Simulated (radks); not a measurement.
All-electron atom: Au4+ in [Xe] 4f14 5d7. Method: scalar-relativistic Kohn-Sham, exchange-only B88, spin-polarised, spherical densities, finite nucleus; open shells are filled with parallel spins first (spin-orbit coupling, left out, can overturn this in heavy ions); Fermi nuclear charge, rms radius 5.4371 fm; computed with a radial shooting solver on a logarithmic mesh with Libxc functionals.

Unscreened Slater integrals over Kohn-Sham orbitals (cm^-1). They are taken over the spin-up orbitals.

\begin{tabular}{lr}
integral & value \\ \hline
F0(5d,5d) & 142850 \\
F2(5d,5d) & 75376 \\
F4(5d,5d) & 50411 \\
F0(5d,5p) & 159950 \\
F2(5d,5p) & 80812 \\
G1(5d,5p) & 97944 \\
G3(5d,5p) & 60987 \\
F0(5d,4f) & 183040 \\
F2(5d,4f) & 44298 \\
F4(5d,4f) & 20851 \\
G1(5d,4f) & 14365 \\
G3(5d,4f) & 13729 \\
G5(5d,4f) & 11042 \\
F0(5p,5p) & 186820 \\
F2(5p,5p) & 101000 \\
F0(5p,4f) & 229830 \\
F2(5p,4f) & 71664 \\
G2(5p,4f) & 27057 \\
G4(5p,4f) & 22993 \\
F0(4f,4f) & 402650 \\
F2(4f,4f) & 200040 \\
F4(4f,4f) & 127390 \\
F6(4f,4f) & 92209 \\
\end{tabular}

Derived for the open shells (J is the average intra-shell exchange parameter used in DFT+U). 5d: Racah B = F2/49 - 5 F4/441 = 966.7 cm^-1, C = 35 F4/441 = 4001 cm^-1, C/B = 4.14, F4/F2 = 0.669, J = (F2 + F4)/14 = 8985 cm^-1.
